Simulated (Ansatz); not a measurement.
`C[N](C)[In]([Cl])[Cl]` + NH₃ → `[NH2][In]([Cl])[Cl]` + `CNC` at 298.15 K and 1 bar (ligand exchange at the In–N bond).

Isolated molecules relaxed with PBE0-D4/def2-TZVP in Ansatz; ΔE leaves out vibrations. CBS: MP2 limit from def2 TZ/QZ plus the TZ coupled-cluster correction, frozen cores. This one scheme is used for every species. def2 core potentials past Kr. For In outer-core shells are correlated without core-valence functions, which leaves a few kJ/mol of doubt a bond. Each species was taken in one conformer, which may not be the lowest.

```tsv
species	CCSD(T)/CBS energy (Eh)	H − E (kJ/mol)	S (J/(mol·K))
`C[N](C)[In]([Cl])[Cl]`	-1243.88764	247.4	423.2
NH₃	-56.50880	100.5	192.4
`[NH2][In]([Cl])[Cl]`	-1165.39137	91.7	357.2
`CNC`	-135.00321	256.9	271.4
```

H − E and S are ideal-gas, rigid-rotor, harmonic terms from PBE0-D4/def2-TZVP, for one conformer and one mirror image of each species. 1 Eh = 2625.50 kJ/mol, R = 8.31446 J/(mol·K).

Problem. By hand: ΔE, ΔH, ΔS and ΔG.

Solution. ΔE = (-1165.39137) + (-135.00321) − (-1243.88764) − (-56.50880) = 0.00186 Eh = 4.9 kJ/mol. Δ(H − E) = 91.7 + 256.9 − 247.4 − 100.5 = 0.7, so ΔH = 5.6 kJ/mol. ΔS = 357.2 + 271.4 − 423.2 − 192.4 = 13.0 J/(mol·K). ΔG = 5.6 − 298.15 × (13.0)/1000 = 1.7 kJ/mol.

Problem. By hand: the equilibrium constant, and the temperature at which ΔG would vanish if ΔH and ΔS stayed fixed.

Solution. log₁₀ K = −ΔG/(RT ln 10) = -0.3. ΔG = 0 at ΔH/ΔS = 431 K, though so small a ΔH makes that figure unsure.

TΔS isn't small against ΔH here. The sign of ΔG lies within the doubt. A doubt of 5 kJ/mol in ΔE shifts log₁₀ K by 0.9 here. Other conformers and mirror images would add mixing entropy, several J/(mol·K) or more a flexible species. Modes under 60 cm⁻¹, often nearly free rotors, make the harmonic entropy too high. These are equilibria of isolated gas molecules and say nothing of rates. Largest T1 diagnostic: 0.014 (customary marks: 0.02 for closed shells, 0.045 for open ones).
